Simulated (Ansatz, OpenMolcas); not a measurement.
**SnH3O2 (SMILES [OH][SnH][OH]): methods side by side**

SnH3O2 has 6 atoms, charge 0, and is taken as a doublet. As SMILES, `[OH][SnH][OH]`. The coordinates come from a PBE0-D4/def2-TZVP relaxation. This is one conformer, not always the lowest.

Quantity: the vertical electron affinity (to the singlet anion), in eV. The values are calculated.

The electron affinity is E(neutral) − E(anion): positive where the electron is bound.

```csv
level,kind,program,value (eV),CPU time (all runs)
UHF/def2-SVPD (core potential),Hartree–Fock,OpenMolcas,0.75,25 s
USVWN5/def2-SVPD (core potential),LDA,Ansatz,1.73,12 s
U-revPBE/def2-SVPD (core potential),GGA,Ansatz,1.46,19 s
U-r2SCAN/def2-SVPD (core potential),meta-GGA,Ansatz,1.50,40 s
UBHLYP/def2-SVPD (core potential),global hybrid,Ansatz,1.60,27 s
UM06-2X/def2-SVPD (core potential),hybrid meta-GGA,OpenMolcas,1.43,92 s
U-wB97M-V/def2-SVPD (core potential),range-separated hybrid,Ansatz,1.65,3.3 min
UB2PLYP/def2-SVPD (core potential),double hybrid,Ansatz,1.57,35 s
RPA@PBE/def2-SVPD (core potential),RPA,Ansatz,1.70,39 s
UCCSD/def2-SVPD (core potential),coupled cluster or CI,Ansatz,1.47,2.6 min
```

Spin-orbit coupling, which can split open shells on such heavy atoms by tenths of an eV, is left out. Where it was recorded, the anion's HOMO is positive in USVWN5/def2-SVPD, U-revPBE/def2-SVPD, U-r2SCAN/def2-SVPD: a fault of the level (basis or self-interaction), which says nothing on whether the real anion is bound. The values span 0.75 to 1.73 eV. In the correlated wave-function rows the outer d shell of Sn is correlated, in sets not made for it. CPU times are rough (shared hosts, several kinds of processor and program).
